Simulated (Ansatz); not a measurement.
H2OSSi, SMILES `O[Si]S` (excited triplet; H–O–Si–S torsion 90°, O–Si–S–H torsion 87°) (charge 0, multiplicity 3). This triplet is an excited state, 2.18 eV above the relaxed singlet at the level frozen-core CCSD(T)/cc-pVTZ // PBE0-D3(BJ)/def2-TZVP (Ansatz, a first-principles code).

Z-matrix (Å, degrees):
```
Si
O 1 1.6548
H 2 0.9608 1 115.97
S 1 2.1179 2 122.36 3 89.62
H 4 1.3501 1 99.22 2 86.83
```
Charge 0, spin multiplicity 3.

Frozen-core energies in cc-pVDZ from Ansatz at a geometry from PBE0-D3(BJ)/def2-TZVP; the HF reference has <S^2> = 2.01 and the T1 diagnostic is 0.019.

| level | energy (Ha) |
|---|---|
| HF | -762.47828 |
| MP2 | -762.85974 |
| CCSD | -762.88895 |

Task: Estimate the energies of CCSD(T), CCSDT and CCSDT(Q), and give each level's difference from CCSDT(Q).

Result: 
```tsv
level	energy (Ha)	difference from CCSDT(Q) (mHa)
MP2	-762.85974	42.52
CCSD	-762.88895	13.30
CCSD(T)	-762.89999	2.27
CCSDT	-762.90108	1.18
CCSDT(Q)	-762.90226	0.00
```
